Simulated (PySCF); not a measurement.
## Phosphorus: a sound run and one with changed settings

Sound run: P⁺ [Ne] 3s2 3p2, P²⁺ [Ne] 3s2 3p1. Computed with PySCF 2.14 in aug-cc-pVDZ-DK (5s4p2d, 27 functions), with the spin-free X2C one-electron Hamiltonian (Gaussian nucleus). The sound run starts from symmetry-adapted Hartree-Fock orbitals and uses a fine grid where one is needed.

A second run was set up differently.

```json
{"species": "P⁺", "method": "UHF", "sound run (hartree)": "-341.15940", "changed run (hartree)": "-341.15940", "converged": "yes"}
{"species": "P⁺", "method": "r2SCAN", "sound run (hartree)": "-341.66448", "changed run (hartree)": "-341.68619", "converged": "yes"}
{"species": "P⁺", "method": "TPSS", "sound run (hartree)": "-341.71535", "changed run (hartree)": "-341.71856", "converged": "yes"}
{"species": "P²⁺", "method": "UHF", "sound run (hartree)": "-340.45529", "changed run (hartree)": "-340.45529", "converged": "yes"}
{"species": "P²⁺", "method": "r2SCAN", "sound run (hartree)": "-340.93187", "changed run (hartree)": "-340.95126", "converged": "yes"}
{"species": "P²⁺", "method": "TPSS", "sound run (hartree)": "-340.98729", "changed run (hartree)": "-340.99379", "converged": "yes"}
```

Ionisation energy of P⁺:

```json
{"method": "UHF", "sound run (eV)": "19.160", "changed run (eV)": "19.160"}
{"method": "r2SCAN", "sound run (eV)": "19.935", "changed run (eV)": "19.999"}
{"method": "TPSS", "sound run (eV)": "19.811", "changed run (eV)": "19.722"}
```

Question: What was changed?
A. level shift left on
B. minimal basis
C. a valence shell is frozen
D. radial grid too coarse

Answer: D. It used radial step 0.5 in ln r (0.13 in the sound run). A coarse radial grid mis-integrates the density and the exchange-correlation energy, with errors of either sign; Hartree-Fock needs no grid.
